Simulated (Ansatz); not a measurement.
# Hydrogen abstraction

Start structure (SiAsH6, doublet), relaxed at PBE0-D4/def2-TZVP:

```
8
angstrom
H -1.1511 -0.2570 -0.8609
As -1.8871 1.0624 -1.0906
Si 1.1083 -1.1358 0.5487
H -1.7526 1.4499 0.3750
H -0.5932 1.7769 -1.4526
H 0.4150 -0.5868 1.7424
H 1.8313 -0.0688 -0.1901
H 2.0294 -2.2409 0.9280
```

The step: AsH₃ + SiH₃ → AsH₂ + SiH₄; bonds formed: H1–Si3; bonds broken: H1–As2. Ansatz 0.2.0; basis: def2-TZVPP and def2-QZVPP; cores frozen in the correlated methods; orbitals are unrestricted. Filled d shells of the heavier atoms are correlated. The def2 sets are not built for correlating such inner shells, so the correlated values are less sure here. Extrapolation: Hartree–Fock as exp(−7.88 √X), correlation as X^−2.97. Energies below are by CCSD(T) at an estimated basis limit (MP2 extrapolated from triple and quadruple zeta, plus CCSD(T) − MP2 in triple zeta).

Q: What are the electronic barrier and the energy of the step, from the start structure to the end structure? (Judge from chemistry; the value comes from the calculation.)

A: By the calculation: Barrier 2.07 kcal/mol; step energy -16.90 kcal/mol (downhill); reverse barrier, their difference, 18.96 kcal/mol. Barrier and step energy count from the start structure, the reverse barrier from the end structure.

The saddle point: One imaginary mode of 113i cm⁻¹.
| pair | start (Å) | saddle (Å) | end (Å) |
| --- | --- | --- | --- |
| H1–Si3 | 2.80 | 2.25 | 1.49 |
| H1–As2 | 1.53 | 1.57 | 3.45 |

Zero-point energy (harmonic, PBE0-D4): ZPE is 27.65 kcal/mol at the start and 27.29 kcal/mol at the saddle, so the barrier goes from 2.07 to 1.71 kcal/mol.

The T1 diagnostic stays at or below 0.014. ⟨S²⟩ of the unrestricted Hartree–Fock references: 0.75 to 0.77 (a pure state has 0.75).

Radical steps of this kind take place in plasma deposition and etching.

For scale, one of the runs: CCSD(T)/def2-TZVPP, 174 basis functions, launched by `ansatz run in.yaml --threads 4 --pin off --events-out ev --progress --plain --max-ram 9574MiB`. The run took 110 s on 4 CPU threads of an Arm Neoverse V1 (shared host), with 3.6 GiB of host memory at its peak.
